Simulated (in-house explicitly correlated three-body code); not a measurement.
Results of a calculation; reference values are marked as such.
# Two electrons around a charge Z: the exact Kohn-Sham energy parts

The exact non-relativistic ground state comes from a variational code in 260 exponentially correlated functions, the Kohn-Sham parts from inverting its density (past Z = 6 the correlation energy is taken as exact minus Hartree-Fock, equal to within microhartrees), and self-consistent runs (Hartree-Fock is restricted) from a B-spline radial code. Z may be fractional; the second electron is bound down to Z = 0.911.

E_c tends to a constant and T_c to −E_c as Z grows.

```
   Z     E (Eh)  E_x (Eh)  E_c (mEh)  T_c (mEh)  −T_c/E_c  binding (eV)
1.02  -0.555503  -0.39560     -41.56      28.25     0.680        0.9607
1.09          ?         ?          ?          ?         ?             ?
1.15  -0.756014  -0.48464     -40.53      30.17     0.744         2.579
1.21  -0.860134  -0.52401     -40.47      30.89     0.763         3.485
1.28  -0.990766  -0.56932     -40.52      31.66     0.781         4.669
1.34  -1.110564  -0.60783     -40.61      32.25     0.794          5.79
1.36  -1.152101  -0.62061     -40.65      32.44     0.798         6.185
 1.5          ?         ?          ?          ?         ?             ?
1.54  -1.561961  -0.73495     -41.07      33.94     0.826         10.24
 1.6  -1.712984  -0.77287     -41.22      34.37     0.834         11.78
```

(1) What belongs in the row Z = 1.09?

(2) What belongs in the row Z = 1.5?

(3) Where is correlation strongest relative to exchange?

## Answers

(1) E (Eh): -0.659178; E_x (Eh): -0.44447; E_c (mEh): -40.77; T_c (mEh): 29.36; −T_c/E_c: 0.720; binding (eV): 1.772.

(2) E (Eh): -1.465279; E_x (Eh): -0.70963; E_c (mEh): -40.97; T_c (mEh): 33.63; −T_c/E_c: 0.821; binding (eV): 9.259.

(3) E_c/E_x falls from 0.105 at Z = 1.02 to 0.0533 at Z = 1.6, since exchange grows as Z while correlation stays near −0.045 hartree. The smaller −T_c/E_c at low Z marks the more static, in-out correlation of a loosely bound pair.
